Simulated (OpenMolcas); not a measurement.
# Nd4+: the spin-orbit constant, worked from levels

```json
{"Program": "OpenMolcas", "Basis": "ANO-RCC-VTZP [8s7p5d3f2g1h]", "Scalar Hamiltonian": "DKH2, point nucleus", "Active space": "2 electrons in 14 orbitals (4f 5f)", "State averaging": "2S+1 = 3 even, 18 roots; 2S+1 = 1 even, 27 roots", "Spin-orbit coupling": "state interaction with AMFI integrals over the reference wave functions, term energies averaged over their components"}
```

Methods: CASSCF; SS-CASPT2, IPEA 0.25 Eh, imaginary shift 0.1 Eh (closed shells correlated: 5s 5p). Measured levels: the list in Carvajal Gallego et al., Mon. Not. R. Astron. Soc. 518, 332 (2023).

**The spin-orbit constant.** For the Hund term ³H of f2, E(J) = (A/2) J(J+1) + constant and ζ = 2S·A = 2A. From J = 4 to J = 6 the energy changes by 11 A.

| Source | E(6) - E(4) | A | ζ |
| --- | --- | --- | --- |
| CASSCF | 6131.9 | 557.4 | 1115 |
| SS-CASPT2 | 6136.1 | 557.8 | 1116 |
| measured | 5743.4 | 522.1 | 1044 |

All in cm-1. SS-CASPT2 is off by +6.8 % and CASSCF by +6.8 %. Both methods take the spin-orbit matrix elements from the reference wave functions, so the second can move ζ only through the term energies and any multistate remixing. Second-order mixing with other terms is absorbed into this ζ.

CASPT2 breaks the degeneracy within a term, and the mean is taken; among the terms shown or strongly mixed into the levels shown the widest spread is 33 cm-1 (4f² ³H, SS-CASPT2). Active for correlation alone: 5f; no level in the range computed is led by a configuration that fills it, so any true level of that kind is missing. Without dynamic correlation excited terms often stand tens of per cent too high (terms of higher spin than the ground term too low), and those without a measured partner can miss by more than the paired ones (holds for CASSCF). Measured partners are found by configuration, term and J. A level has none where our copy of the source lacks it or the pairing is in doubt (some pairs that miss far off the trend of their configuration count as doubtful), and it then counts in no deviation. Levels of configurations outside the active space are missing.
